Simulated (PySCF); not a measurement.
Sn(Cl)2(OMe)(NH2) (CH₅Cl₂NOSn), SMILES [O](C)[Sn]([NH2])([Cl])[Cl].

The structure is a stationary point at r2SCAN-D4/def2-SVP. The def2 effective core potentials stand for the cores of Sn; spin–orbit coupling is left out. The values are those of a single conformer.

The numbers are results of PySCF with TDA-B3LYP/def2-SVPD, not measurements.

Vertical excitations. Isolated molecule, no solvent.

Computed lowest excited states:
```tsv
state	energy (eV)	λ (nm)	f	main pairs
S1	4.32	287	0.009	HOMO→LUMO 87 %
S2	4.77	260	0.072	HOMO−1→LUMO 83 %
S3	5.23	237	0.099	HOMO−2→LUMO 90 %
S4	5.29	234	0.025	HOMO−3→LUMO 85 %
S5	5.36	231	0.017	HOMO−4→LUMO 85 %
S6	5.55	223	0.024	HOMO−5→LUMO 96 %
S7	5.67	219	0.010	HOMO−6→LUMO 96 %
S8	6.84	181	0.006	HOMO→LUMO+1 55 %, HOMO−1→LUMO+1 40 %
S9	7.03	176	0.035	HOMO−1→LUMO+1 50 %, HOMO→LUMO+1 28 %, HOMO→LUMO+2 12 %
S10	7.09	175	0.002	HOMO→LUMO+2 66 %, HOMO→LUMO+3 23 %
T1	3.89	318	0	HOMO→LUMO 81 %, HOMO−1→LUMO 15 %
T2	4.08	304	0	HOMO−1→LUMO 81 %, HOMO→LUMO 15 %
T3	4.47	277	0	HOMO−2→LUMO 96 %
T4	4.86	255	0	HOMO−3→LUMO 97 %
```
Triplets are in the Tamm–Dancoff approximation.
